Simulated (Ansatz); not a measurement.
```yaml
crystal:
  periodic: [false, false, false]
  atoms:
    - {symbol: B, position_ang: [-0.654561, 0.819084, -0.198703]}
    - {symbol: C, position_ang: [0.512620, -0.121594, -0.333487]}
    - {symbol: C, position_ang: [0.559495, -1.119069, 0.537767]}
    - {symbol: O, position_ang: [0.560963, -1.966090, 1.310257]}
    - {symbol: H, position_ang: [-0.756510, 1.739612, -0.952762]}
    - {symbol: H, position_ang: [-1.468882, 0.640166, 0.658296]}
    - {symbol: H, position_ang: [1.307976, -0.060108, -1.067066]}
basis:
  gaussian: {orbitals: x2c-TZVPPall}
total_charge: 3
magnetization: {spin_polarized: true, initial_magnetization: 1}
hamiltonian: {xc: {name: SVWN5}}
output: {forces: true}
```

```sh
$ ansatz run in.yaml --threads 2 --pin off --events-out ev --progress --plain --max-ram 4352MiB
```

It prints (some lines left out):

```
Functional definition: SVWN5
858 factors; their error is unknown
mean field evaluation 1: about -4665.3709 eV, gradient 1.2e2 eV
mean field evaluation 2: about -3699.0542 eV, gradient 2.9e2 eV
mean field evaluation 4: about -4739.0396 eV, gradient 5.5e1 eV
mean field evaluation 8: about -4752.9204 eV, gradient 1.1e0 eV
mean field evaluation 16: about -4752.9051 eV, gradient 1.3e-3 eV
mean field -4752.90508454 eV, -174.6660402221 hartree, gradient 9.1e-6 eV, S^2 0.752178; 6 other end points of the search recorded, 0 dependent functions left out
reference -4752.90511116 eV, -174.6660412004 hartree; 13, 12 occupied and 153, 154 virtual orbitals, 858 factors
Total energy: -4752.90511116 eV, -174.6660412004 hartree
Relativity: scalar
Atom 0 at    -0.654561     0.819084    -0.198703 Å, force    -0.107970     0.112868    -0.011135 eV/Å
Atom 1 at     0.512620    -0.121594    -0.333487 Å, force     1.567778     0.269484    -1.581470 eV/Å
Atom 2 at     0.559495    -1.119069     0.537767 Å, force     0.949373    -5.638230     4.341892 eV/Å
Atom 3 at     0.560963    -1.966090     1.310257 Å, force     0.065137     0.960092    -0.932511 eV/Å
Atom 4 at    -0.756510     1.739612    -0.952762 Å, force    -1.523517     3.133987    -1.565274 eV/Å
Atom 5 at    -1.468882     0.640166     0.658296 Å, force    -2.741468     0.928926     1.486336 eV/Å
Atom 6 at     1.307976    -0.060108    -1.067066 Å, force     1.790667     0.232873    -1.737840 eV/Å
Dipole moment:    -0.477379     1.421047    -0.891524 e Å
```

(1) What is wrong with this run?

Answers

(1) The charge is far from anything that the molecule holds. The run converged. The result belongs to that input, not to the molecule as meant.
